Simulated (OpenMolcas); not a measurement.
## Kr2+: Slater's ratio, the spin-orbit constant, worked from levels

```json
{
  "Program": "OpenMolcas",
  "Basis": "ANO-RCC [9s8p6d4f2g]",
  "Scalar Hamiltonian": "DKH2, point nucleus",
  "Active space": "6 electrons in 9 orbitals (RAS2 4s 4p; RAS3 4d, at most 2 electrons)",
  "State averaging": "2S+1 = 3 even, 3 roots; 2S+1 = 1 even, 7 roots; 2S+1 = 3 odd, 3 roots; 2S+1 = 1 odd, 3 roots",
  "Spin-orbit coupling": "RASSI with atomic mean-field integrals over the reference wave functions, term energies averaged over their components"
}
```

Methods: RASSCF; MS-RASPT2, IPEA 0.25 Eh, imaginary shift 0.1 Eh (closed shells correlated: 3d). Measured levels: Saloman, J. Phys. Chem. Ref. Data 36, 215 (2007).

**Slater's ratio.** With one set of orbitals, p4 has ¹D - ³P = 6 F2 and ¹S - ¹D = 9 F2 (F2 = F²/25), a ratio of 3/2. Term energies are centres of gravity, weighted by 2J + 1.

```csv
Source,¹D - ³P,¹S - ³P,F2 from the first,Ratio
RASSCF,14676,32453,2446,1.211
MS-RASPT2,12689,31000,2115,1.443
measured,12538,30973,2090,1.470
```

Energies in cm-1. A ratio away from 3/2 shows effects beyond one configuration with one set of orbitals, and in heavier atoms second-order spin-orbit shifts.

**The spin-orbit constant.** For the Hund term ³P of p4, E(J) = (A/2) J(J+1) + constant and ζ = -2S·A = -2A. From J = 0 to J = 2 the energy changes by 3 A.

```json
{"Source": "RASSCF", "E(2) - E(0)": "-4933.9", "A": "-1644.6", "ζ": "3289"}
{"Source": "MS-RASPT2", "E(2) - E(0)": "-4935.2", "A": "-1645.1", "ζ": "3290"}
{"Source": "measured", "E(2) - E(0)": "-5312.9", "A": "-1771.0", "ζ": "3542"}
```

All in cm-1. MS-RASPT2 is off by -7.1 % and RASSCF by -7.1 %. Both methods take the spin-orbit matrix elements from the reference wave functions, so the second can move ζ only through the term energies and any multistate remixing. Second-order mixing with other terms is absorbed into this ζ.

Term energies are means over components that CASPT2 splits; among the terms shown or strongly mixed into the levels shown the widest spread is 37 cm-1 (4s² 4p⁴ ¹D, MS-RASPT2). The run also gave levels led by 4s² 4p³ 4d, which use shells meant for correlation; these and all levels above them are left out. Computed and measured levels are paired by configuration, term and J; levels that our copy of the source lacks, or whose pairing is in doubt (as where it misses far off the trend of its configuration), stay unpaired and out of the deviations. Levels of configurations outside the active space are missing.
